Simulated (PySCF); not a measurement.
PBE0 on C⁻ (carbon, charge -1), [He] 2s2 2p3, high-spin 4S determinant. Calculation: PySCF 2.14, in aug-cc-pCVTZ-DK; scalar relativity by spin-free X2C-1e.

```
cycle= 1 E= -37.8725079668185  delta_E= -0.00393  |g|= 0.0115  |ddm|=  0.2
cycle= 2 E= -37.8725207251659  delta_E= -1.28e-05  |g|= 0.0111  |ddm|= 0.0557
cycle= 3 E= -37.872619819242  delta_E= -9.91e-05  |g|= 0.00231  |ddm|= 0.0296
cycle= 4 E= -37.8726244674079  delta_E= -4.65e-06  |g|= 0.000225  |ddm|= 0.00578
cycle= 5 E= -37.8726245407153  delta_E= -7.33e-08  |g|= 2.41e-05  |ddm|= 0.000976
cycle= 6 E= -37.8726245412022  delta_E= -4.87e-10  |g|= 1.25e-06  |ddm|= 7.71e-05
converged SCF energy = -37.8726245412022  <S^2> = 3.7526858  2S+1 = 4.0013427
```

Highest occupied orbital energy: 0.922 eV; ⟨L²⟩ = 0.00; populations by l: s 4.00, p 3.00, d 0.00, f 0.00.

Problem. Can this result be used?

Solution. With care. The calculation finished and met its thresholds. At PBE0 the highest occupied level has a positive energy, so only the finite basis holds that electron; in a semilocal or global hybrid functional this comes from self-interaction and does not mean that the real anion is unbound.
